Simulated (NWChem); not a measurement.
# Lowest excitation of CH$_{5}$ClSi

```
Si
H 1 1.4888
H 1 1.4888 2 109.25
C 1 1.8742 2 111.13 3 122.98
H 4 1.1013 1 110.94 2 179.22
H 4 1.1013 5 108.23 1 121.94
H 4 1.1030 5 108.30 6 117.21
Cl 1 2.0889 2 107.72 3 -116.74
```
Charge 0, spin multiplicity 1.

Everything below was run with NWChem. The geometry was optimised at B3LYP/def2-SVP, a minimum by its harmonic frequencies.

Basis set: 6-31+G*. The methods don't all put a state of the same symmetry lowest.

```csv
method,lowest vertical singlet excitation energy (eV),relative cost,difference from EOM-CCSD
EOM-CCSD,7.76,1,0.00
TD-PBE,6.69,under 3,-1.07
TDA-PBE0,7.34,under 3,-0.42
CIS,8.75,under 3,+0.99
TD-B3LYP,7.16,under 3,-0.60
```

The values span 2.06 eV, from TD-PBE (lowest) to CIS (highest). The cost column gives rough processor time relative to EOM-CCSD; each entry includes its own SCF.

The correlated methods keep 11 core orbitals frozen. B3LYP has NWChem's definition, with VWN1-RPA local correlation. The Pople sets run with spherical d functions. The structure started from a generated list of species. Coupled-cluster values serve here as a point of comparison, not as the truth.
